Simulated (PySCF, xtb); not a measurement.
CH12OSi4, SMILES O[Si@H](C[SiH3])[SiH2][SiH3]. The values are those of a single conformer.

Harmonic wavenumbers (cm⁻¹) from xtb with GFN2-xTB at its own minimum, in rising order: 16, 33, 55, 62, 105, 113, 149, 177, 239, 294, 335, 391, 433, 445, 486, 493, 521, 558, 595, 631, 659, 709, 725, 776, 785, 791, 802, 812, 814, 826, 834, 837, 882, 1022, 1139, 1468, 2109, 2130, 2152, 2206, 2217, 2226, 2235, 2237, 2245, 2956, 2978, 3642.

### Question
What does PBE-D3(BJ)/def2-SVP (PySCF) give at its own minimum? (The exact figures need the calculation; the answer reports its results.)

### Answer
30, 42, 68, 94, 115, 124, 170, 186, 198, 282, 339, 380, 437, 470, 481, 497, 541, 619, 646, 663, 694, 732, 747, 792, 803, 837, 871, 888, 901, 904, 909, 912, 917, 975, 1026, 1324, 2106, 2141, 2144, 2151, 2157, 2159, 2164, 2166, 2173, 2974, 3036, 3745. Paired by order, the mean absolute difference is 40 cm⁻¹ and the zero-point energies are 70.5 and 71.1 kcal/mol.
